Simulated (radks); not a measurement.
Problem. Successive ionisation energies (eV) of one element, from differences of total energies of ions in their ground configurations, starting at charge 10: 200.80, 224.74, 249.39, 345.37, 372.93, 400.93, 429.34, 458.11, 487.18, 565.76, 596.35. Method: Dirac Kohn-Sham, BLYP, spin-unpolarised, spherical densities, point nucleus; open shells are shared between the two j in proportion to 2j + 1; computed with a radial shooting solver on a logarithmic mesh with Libxc functionals. Which element is it?

Solution. Indium (Z = 49). The first species listed is In10+ in [Kr] 4d3, the last In20+ in [Ar] 3d10 4s1.
